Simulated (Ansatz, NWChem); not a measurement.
From Ansatz to NWChem

Ansatz 0.2.0 runs this on GaCl (SMILES [Cl][Ga]):

in.yaml:
```yaml
crystal:
  periodic: [false, false, false]
  atoms:
    - {symbol: Cl, position_ang: [-0.000000, 0.000000, -0.023560]}
    - {symbol: Ga, position_ang: [0.000000, -0.000000, 2.192160]}
basis:
  gaussian:
    orbitals: "6-31G*"
total_charge: 0
hamiltonian:
  xc: {name: B3LYP}
accuracy: high
output: {orbitals: {seedname: orbitals}}
```

```bash
$ ansatz run in.yaml --threads 1 --pin off --max-ram 3480MiB --events-out events.jsonl --progress --plain --runs-dir runs
```

Geometry: relaxed at PBE0-D4/def2-TZVP.

It gives a total energy of -2384.898834 Eh.

**Question.** Translate the job to NWChem 7.3.0 as an input file of the program's own, asking for the gradient.

**Answer.** One way, which was run:

clga.nw:
```
start clga
title "ClGa gradient"
memory 2200 mb

geometry units angstrom noautosym nocenter noautoz
 Cl       0.000000       0.000000      -0.023560
 Ga       0.000000       0.000000       2.192160
end

basis
 * library 6-31G*
end

dft
 xc b3lyp
 grid xfine
 convergence energy 1e-08
 iterations 100
 mulliken
 print low
end

task dft gradient
```

```bash
$ nwchem clga.nw > clga.out
```

Its energy is -2384.898834 Eh, the same as the first but for the last digit, at most.
